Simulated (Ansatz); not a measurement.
Cost and result for the atomization energy of `CSB(O)Cl` (9 atoms, 8 bonds).

```xyz
9

C    -1.269    0.848   -0.237
S    -0.841   -0.863   -0.645
B     0.821   -0.975    0.008
O     1.418    0.074    0.616
Cl    1.672   -2.521   -0.168
H    -2.280    1.015   -0.607
H    -1.245    1.003    0.840
H    -0.585    1.541   -0.723
H     2.309   -0.124    0.917
```

The species carries charge 0 and has multiplicity 1. Geometry: relaxed with PBE0-D4/def2-TZVP. It is one conformer, not always the lowest. Program: Ansatz. All runs use 4 threads of an Arm Neoverse V1 on a shared host. Times are those of one run each, without the atoms' runs, and a repeat can differ threefold. Electronic energies, without spin–orbit coupling; frozen cores. CCSD(T)/CBS adds CCSD(T) − MP2 in def2-TZVPP to the MP2 limit, and its time is that of the two runs behind it. T1 = 0.012. B3LYP takes the VWN-RPA correlation (the form of Gaussian; ORCA's B3LYP/G).

CCSD(T)/CBS is a level of theory with its own doubt, some kJ/mol a heavy atom from the limit and from the frozen cores, so smaller differences don't rank the functionals.

```
                             level  functions  wall time  atomization (kcal/mol)  difference from CCSD(T)/CBS  per bond
   PBE-D4/def2-TZVPP (with forces)        233      2.2 s                   850.8                         23.2       2.9
                PBE0-D4/def2-TZVPP        233      2.9 s                   834.5                          6.9       0.9
 B3LYP-D4/def2-TZVPP (with forces)        233      4.2 s                   826.0                         -1.6      -0.2
r2SCAN-D4/def2-TZVPP (with forces)        233      4.4 s                   836.9                          9.3       1.2
                 B2PLYP/def2-TZVPP        233      4.5 s                   819.1                         -8.5      -1.1
                ωB97X-V/def2-TZVPP        233        7 s                   830.9                          3.3       0.4
  ωB97M-V/def2-TZVPP (with forces)        233       10 s                   834.7                          7.1       0.9
                    MP2/def2-QZVPP        431       17 s                   841.3                         13.7       1.7
                CCSD(T)/def2-TZVPP        233      100 s                   805.4                        -22.2      -2.8
                 CCSD(T)/CBS(def2)          –      2 min                   827.6                          0.0       0.0
```

In def2-TZVPP, CCSD(T) changes the Hartree–Fock value by +196.6 kcal/mol (the triples alone add +14.5 kcal/mol) and MP2 by +219.5 kcal/mol; breaking electron pairs costs correlation energy, which Hartree–Fock lacks. From PBE to PBE0 (25 % exact exchange), in def2-TZVPP and without D4, the atomization energy moves by −15.5 kcal/mol: exact exchange takes away binding that semilocal exchange gives to molecules. The D4 term adds +8.1 kcal/mol with B3LYP and +4.2 kcal/mol with PBE0; it sums over pairs of atoms, weighted by their polarisabilities, and B3LYP, whose exchange is more repulsive, gets the larger term.
